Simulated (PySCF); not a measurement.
# S³⁺ (sulfur, charge +3) across methods

[Ne] 3s2 3p1, 2P determinant. All numbers are calculated (PySCF 2.14, the non-relativistic Hamiltonian (point nucleus), in aug-cc-pwCVQZ (10s9p7d5f3g, 134 functions)).

```json
{"method": "PBE", "E (hartree)": "-395.4318", "mean ε 3s α (eV)": "-52.564", "mean ε 3s β (eV)": "-51.181", "mean ε 3p α (eV)": "-41.083", "Σ⟨r²⟩ (bohr²)": "10.52", "⟨S²⟩": "0.753"}
{"method": "PBE0", "E (hartree)": "-395.4626", "mean ε 3s α (eV)": "-54.480", "mean ε 3s β (eV)": "-52.658", "mean ε 3p α (eV)": "-42.750", "Σ⟨r²⟩ (bohr²)": "10.53", "⟨S²⟩": "0.755"}
{"method": "PW91", "E (hartree)": "-395.5853", "mean ε 3s α (eV)": "-52.643", "mean ε 3s β (eV)": "-51.267", "mean ε 3p α (eV)": "-41.159", "Σ⟨r²⟩ (bohr²)": "10.51", "⟨S²⟩": "0.753"}
{"method": "PBEsol", "E (hartree)": "-394.7983", "mean ε 3s α (eV)": "-52.504", "mean ε 3s β (eV)": "-51.103", "mean ε 3p α (eV)": "-40.949", "Σ⟨r²⟩ (bohr²)": "10.53", "⟨S²⟩": "0.753"}
{"method": "r2SCAN", "E (hartree)": "-395.5635", "mean ε 3s α (eV)": "-52.973", "mean ε 3s β (eV)": "-51.387", "mean ε 3p α (eV)": "-41.604", "Σ⟨r²⟩ (bohr²)": "10.55", "⟨S²⟩": "0.758"}
{"method": "LDA", "E (hartree)": "-394.2140", "mean ε 3s α (eV)": "-52.623", "mean ε 3s β (eV)": "-51.341", "mean ε 3p α (eV)": "-40.910", "Σ⟨r²⟩ (bohr²)": "10.53", "⟨S²⟩": "0.751"}
{"method": "BHandHLYP", "E (hartree)": "-395.6265", "mean ε 3s α (eV)": "-56.239", "mean ε 3s β (eV)": "-54.065", "mean ε 3p α (eV)": "-44.243", "Σ⟨r²⟩ (bohr²)": "10.56", "⟨S²⟩": "0.756"}
{"method": "UHF", "E (hartree)": "-395.08304", "mean ε 3s α (eV)": "-59.323", "mean ε 3s β (eV)": "-55.818", "mean ε 3p α (eV)": "-47.060", "Σ⟨r²⟩ (bohr²)": "10.63", "⟨S²⟩": "0.762"}
```
